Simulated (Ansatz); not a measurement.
Ansatz (a quantum-chemistry and plane-wave program) input (B3LYP-D3(BJ)/def2-TZVP):

Ansatz 0.2 input:
```yaml
crystal:
  periodic: [false, false, false]
  atoms:
    - {symbol: I, position_ang: [-1.82435948, 0.77088614, 0.18053780]}
    - {symbol: C, position_ang: [0.00053097, -0.52513415, 0.32098570]}
    - {symbol: I, position_ang: [1.83459107, 0.75122395, 0.14247353]}
    - {symbol: H, position_ang: [-0.01167583, -0.98537078, -0.69122625]}
basis:
  gaussian:
    orbitals: def2-TZVP
hamiltonian:
  xc: b3lyp
  dispersion: d3bj
total_charge: -1
relax: {f_tol: 0.002, max_steps: 150}
```

Output:

```
Functional definition: B3LYP
integrals: 0.06 GiB planned
1046 factors; their error is unknown
mean field: 0.53 GiB planned
mean field evaluation 1: about -17258.6298 eV, gradient 2.8e1 eV
mean field evaluation 2: about -17254.0411 eV, gradient 4.6e1 eV
mean field evaluation 4: about -17260.5708 eV, gradient 1.9e0 eV
mean field evaluation 8: about -17260.5767 eV, gradient 2.0e-2 eV
mean field evaluation 16: about -17261.0190 eV, gradient 4.7e-4 eV
mean field -17261.01904508 eV, -634.3307499678 hartree, gradient 6.0e-5 eV, S^2 0.000000; 0 other end points of the search recorded, 0 dependent functions left out
the calculation of the forces begins
reference -17261.01925377 eV, -634.3307576371 hartree; 29, 29 occupied and 108, 108 virtual orbitals, 1046 factors
relax step   1: F+E_penalty+E_count = -17261.26180754 eV  Δ(F+E_penalty+E_count) = +0.000e0 eV  max|allowed force component| = 6.851e-1 eV/Å  Δτ_max = 0.0000 Å  (28 SCF iters, accepted)
these checks for a lower state are left out or cut short: starts, cluster_reference, orbital_swaps, neighbouring_geometries, increment
integrals: 0.06 GiB planned
1046 factors; their error is unknown
mean field: 0.54 GiB planned
mean field -17260.87640203 eV, -634.3255079324 hartree, gradient 2.0e-5 eV, S^2 0.000000; 0 other end points of the search recorded, 0 dependent functions left out
the calculation of the forces begins
reference -17260.87661071 eV, -634.3255156013 hartree; 29, 29 occupied and 108, 108 virtual orbitals, 1046 factors
relax step   2: F+E_penalty+E_count = -17261.12194406 eV  Δ(F+E_penalty+E_count) = +1.399e-1 eV  max|allowed force component| = 2.038e0 eV/Å  Δτ_max = 0.1949 Å  (37 SCF iters, rejected (line search))
these checks for a lower state are left out or cut short: starts, cluster_reference, orbital_swaps, neighbouring_geometries, increment
integrals: 0.06 GiB planned
1046 factors; their error is unknown
mean field: 0.53 GiB planned
mean field evaluation 32: about -17261.0545 eV, gradient 2.7e-3 eV
mean field -17261.05454919 eV, -634.3320547197 hartree, gradient 8.7e-6 eV, S^2 0.000000; 0 other end points of the search recorded, 0 dependent functions left out
the calculation of the forces begins
reference -17261.05476016 eV, -634.3320624728 hartree; 29, 29 occupied and 108, 108 virtual orbitals, 1046 factors
relax step   3: F+E_penalty+E_count = -17261.29268882 eV  Δ(F+E_penalty+E_count) = -3.088e-2 eV  max|allowed force component| = 5.097e-1 eV/Å  Δτ_max = 0.0966 Å  (38 SCF iters, accepted)
these checks for a lower state are left out or cut short: starts, cluster_reference, orbital_swaps, neighbouring_geometries, increment
integrals: 0.06 GiB planned
1046 factors; their error is unknown
mean field: 0.53 GiB planned
mean field -17261.04395373 eV, -634.3316653437 hartree, gradient 2.4e-5 eV, S^2 0.000000; 0 other end points of the search recorded, 0 dependent functions left out
the calculation of the forces begins
reference -17261.04416377 eV, -634.3316730625 hartree; 29, 29 occupied and 108, 108 virtual orbitals, 1046 factors
relax step   4: F+E_penalty+E_count = -17261.27813722 eV  Δ(F+E_penalty+E_count) = +1.455e-2 eV  max|allowed force component| = 3.268e-1 eV/Å  Δτ_max = 0.0867 Å  (32 SCF iters, rejected (line search))
these checks for a lower state are left out or cut short: starts, cluster_reference, orbital_swaps, neighbouring_geometries, increment
integrals: 0.06 GiB planned
1046 factors; their error is unknown
mean field: 0.53 GiB planned
mean field -17261.06384249 eV, -634.3323962423 hartree, gradient 1.0e-5 eV, S^2 0.000000; 0 other end points of the search recorded, 0 dependent functions left out
the calculation of the forces begins
reference -17261.06405151 eV, -634.3324039237 hartree; 29, 29 occupied and 108, 108 virtual orbitals, 1046 factors
relax step   5: F+E_penalty+E_count = -17261.30517595 eV  Δ(F+E_penalty+E_count) = -1.249e-2 eV  max|allowed force component| = 6.892e-2 eV/Å  Δτ_max = 0.0337 Å  (34 SCF iters, accepted)
these checks for a lower state are left out or cut short: starts, cluster_reference, orbital_swaps, neighbouring_geometries, increment
integrals: 0.06 GiB planned
1046 factors; their error is unknown
mean field: 0.53 GiB planned
mean field -17261.06557655 eV, -634.3324599676 hartree, gradient 1.9e-5 eV, S^2 0.000000; 0 other end points of the search recorded, 0 dependent functions left out
the calculation of the forces begins
reference -17261.06578581 eV, -634.3324676581 hartree; 29, 29 occupied and 108, 108 virtual orbitals, 1046 factors
relax step   6: F+E_penalty+E_count = -17261.30569460 eV  Δ(F+E_penalty+E_count) = -5.186e-4 eV  max|allowed force component| = 4.337e-2 eV/Å  Δτ_max = 0.0147 Å  (33 SCF iters, accepted)
these checks for a lower state are left out or cut short: starts, cluster_reference, orbital_swaps, neighbouring_geometries, increment
integrals: 0.06 GiB planned
1046 factors; their error is unknown
mean field: 0.53 GiB planned
mean field -17261.06587224 eV, -634.3324708342 hartree, gradient 1.6e-5 eV, S^2 0.000000; 0 other end points of the search recorded, 0 dependent functions left out
the calculation of the forces begins
reference -17261.06608163 eV, -634.3324785290 hartree; 29, 29 occupied and 108, 108 virtual orbitals, 1046 factors
relax step   7: F+E_penalty+E_count = -17261.30620748 eV  Δ(F+E_penalty+E_count) = -5.129e-4 eV  max|allowed force component| = 3.728e-3 eV/Å  Δτ_max = 0.0078 Å  (33 SCF iters, accepted)
these checks for a lower state are left out or cut short: starts, cluster_reference, orbital_swaps, neighbouring_geometries, increment
integrals: 0.06 GiB planned
1046 factors; their error is unknown
mean field: 0.53 GiB planned
mean field evaluation 64: about -17260.6234 eV, gradient 4.9e-4 eV
mean field -17261.06585651 eV, -634.3324702561 hartree, gradient 1.5e-5 eV, S^2 0.000000; 0 other end points of the search recorded, 0 dependent functions left out
the calculation of the forces begins
reference -17261.06606591 eV, -634.3324779512 hartree; 29, 29 occupied and 108, 108 virtual orbitals, 1046 factors
relax step   8: F+E_penalty+E_count = -17261.30621035 eV  Δ(F+E_penalty+E_count) = -2.870e-6 eV  max|allowed force component| = 2.249e-4 eV/Å  Δτ_max = 0.0006 Å  (34 SCF iters, accepted)
integrals: 0.06 GiB planned
1046 factors; their error is unknown
mean field: 0.53 GiB planned
mean field -17261.06585651 eV, -634.3324702561 hartree, gradient 1.5e-5 eV, S^2 0.000000; 1 other end points of the search recorded, 0 dependent functions left out
the calculation of the forces begins
reference -17261.06606591 eV, -634.3324779512 hartree; 29, 29 occupied and 108, 108 virtual orbitals, 1046 factors
Total energy: -17261.30641975 eV, -634.3413107920 hartree
Atom 0 at    -1.854955     0.765163     0.158147 Å, force     0.000011    -0.000004     0.000085 eV/Å
Atom 1 at     0.000636    -0.578299     0.363363 Å, force    -0.000032     0.000225    -0.000093 eV/Å
Atom 2 at     1.865421     0.745880     0.119731 Å, force    -0.000034    -0.000032     0.000057 eV/Å
Atom 3 at    -0.012016    -0.921139    -0.688470 Å, force     0.000056    -0.000188    -0.000049 eV/Å
Dipole moment:    -0.001186     0.211974    -0.221289 e Å
```

It need not be the lowest isomer of its formula. Whether it binds its extra electron was not tested at this geometry.
